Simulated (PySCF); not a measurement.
H2PbS, SMILES [SH][PbH] (connectivity only; charge and spin as stated), neutral, multiplicity 1.

The structure is a stationary point at PBE0-D3(BJ)/def2-TZVP. The def2 effective core potentials stand for the cores of Pb; spin–orbit coupling is left out.

Two levels are set side by side: PBE/def2-TZVPD (PySCF) and PBE0/def2-TZVPD (PySCF). Same geometry, gas phase. Differences are taken from unrounded values.

```tsv
quantity	PBE
orbital gap (eV)	2.66
highest occupied level (eV)	-5.98
lowest empty level (eV)	-3.32
dipole moment (D)	2.58
mean polarisability (bohr³)	75.4
```

Task: These are the PBE values. What does PBE0 give? (An estimate is asked for; the answer gives what the named calculation found.)

Result: 
| quantity | PBE0 | PBE minus PBE0 |
|---|---|---|
| orbital gap (eV) | 4.33 | -1.67 |
| highest occupied level (eV) | -6.98 | 0.99 |
| lowest empty level (eV) | -2.64 | -0.68 |
| dipole moment (D) | 2.79 | -0.21 |
| mean polarisability (bohr³) | 73.0 | 2.4 |

Without exact exchange PBE keeps part of each electron's self-repulsion, which lifts occupied levels and narrows the gap. Loosely held outer electrons make PBE densities more polarisable. Differences between two approximate levels are no errors against the true value.

Rough cost on one machine, each run with all the roots and properties that it gave: PBE0 against PBE within a factor of 2.
